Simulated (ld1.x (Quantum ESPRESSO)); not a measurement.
## As: excitation energies, all-electron against TM

| Property | Result |
| --- | --- |
| Element | As (Z = 33) |
| Generator | ld1.x (Quantum ESPRESSO) 7.5 |
| Type | norm-conserving Troullier–Martins (Kleinman–Bylander form) |
| Functional | PBE |
| Relativity | scalar-relativistic |
| Frozen core | [Ar] 3d10 |
| Valence charge | 5 |
| Reference configuration | 4s2 4p2.5 (charge +0.5) |
| Partial waves | 4p (bound): rc 1.45 bohr; 4s (bound): rc 1.35 bohr |
| Local potential | the s channel |
| Core correction | none |

Energies are relative to the spin-unpolarised reference configuration 4s2 4p2.5; without spin polarisation the order of configurations can differ from experiment.

```tsv
valence configuration	charge	ΔE all-electron (eV)	error AE − PS (meV)
4s2 4p3	0	-3.555	-0.1
4s2 4p2	+1	5.594	-1.9
4s2 4p1	+2	23.512	-16
4s2 4p0	+3	51.215	-23
4s0 4p5	0	15.501	+34
4s2 4p3.3	-0.3	-4.789	-0.6
4s1 4p4	0	5.862	+8.5
```

Levels in the configuration 4s2 4p3:

```tsv
level	all-electron (eV)	pseudo (eV)
4s	-14.494	-14.490
4p	-5.195	-5.193
```

Note: ghost state, extra bound levels that the all-electron valence spectrum of the same l lacks: p at -467.6 eV. A true bound ghost makes a file unfit for plane-wave use.
